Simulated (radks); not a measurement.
Values are calculated unless marked as measured or tabulated.
Task: The iron ion Fe6+ is in [Ar] 3d(3/2: 2, 5/2: 0). Level of theory: Dirac Kohn-Sham, relativistic LDA (MacDonald-Vosko exchange, VWN5 correlation), spin-unpolarised, spherical densities, finite nucleus; Fermi nuclear charge, rms radius of each element as measured or else 0.836 A^(1/3) + 0.57 fm (a radial shooting solver on a logarithmic mesh with Libxc functionals). Sub-shells are occupied by j as written (lower j first in brackets). One electron is removed from 3d3/2, 3p1/2, 3p3/2, 3s1/2 in turn, with full relaxation. Which removal costs least, and what does each cost?

Result: 3d3/2 123.91 eV; 3p3/2 178.26 eV; 3p1/2 180.15 eV; 3s1/2 213.71 eV. The 3d3/2 electron leaves first.
